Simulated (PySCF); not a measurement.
Excitations are Tamm–Dancoff values on a coarser integration grid. The basis has no diffuse functions, so Rydberg states are missing or too high.

Cartesian coordinates (Å):
```xyz
8

Si     2.3057     0.2749    -0.2821
C      0.6237     0.0411    -0.0629
C     -0.6237    -0.0414     0.0619
Si    -2.3056    -0.2752     0.2824
H      3.1401     0.7255     0.8445
H      2.9717    -0.2507    -1.4856
H     -2.9713     0.2510     1.4860
H     -3.1406    -0.7251    -0.8442
```
Charge 0, spin multiplicity 1.

**Question.** What brightest of the four lowest singlets (TDA), S1–T1 gap (TDA), HOMO–LUMO gap, T1 excitation (TDA) and LUMO does PBE0-D4/def2-TZVP run with PySCF 2.14.0 give?

**Answer.** 
```yaml
brightest of the four lowest singlets (TDA): 3.67 eV
S1–T1 gap (TDA): 1.87 eV
HOMO–LUMO gap: 2.86 eV
T1 excitation (TDA): 0.83 eV
LUMO: -2.49 eV
```
